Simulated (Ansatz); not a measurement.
Input for Ansatz (development build ahead of 0.2.0):

```yaml
crystal:
  periodic: [false, false, false]
  atoms:
    - { symbol: C, position_ang: [1.01823, 0.0, 0.0] }
    - { symbol: C, position_ang: [0.0, 1.01823, 0.0] }
    - { symbol: C, position_ang: [-1.01823, 0.0, 0.0] }
    - { symbol: C, position_ang: [0.0, -1.01823, 0.0] }
    - { symbol: F, position_ang: [2.35823, 0.0, 0.0] }
    - { symbol: F, position_ang: [0.0, 2.35823, 0.0] }
    - { symbol: F, position_ang: [-2.35823, 0.0, 0.0] }
    - { symbol: F, position_ang: [0.0, -2.35823, 0.0] }
basis:
  gaussian: { orbitals: def2-TZVP }
hamiltonian:
  xc: hf
```

The input is written out in the form of the current development build from the run's settings.

Output:

| Quantity | Value |
| --- | --- |
| Converged | yes |
| Total energy | -549.17498 hartree |
| Spin squared of the determinant | 0.000 |
| Stability test | minimum among restricted orbitals |

Caution: an unrestricted determinant lies well below.
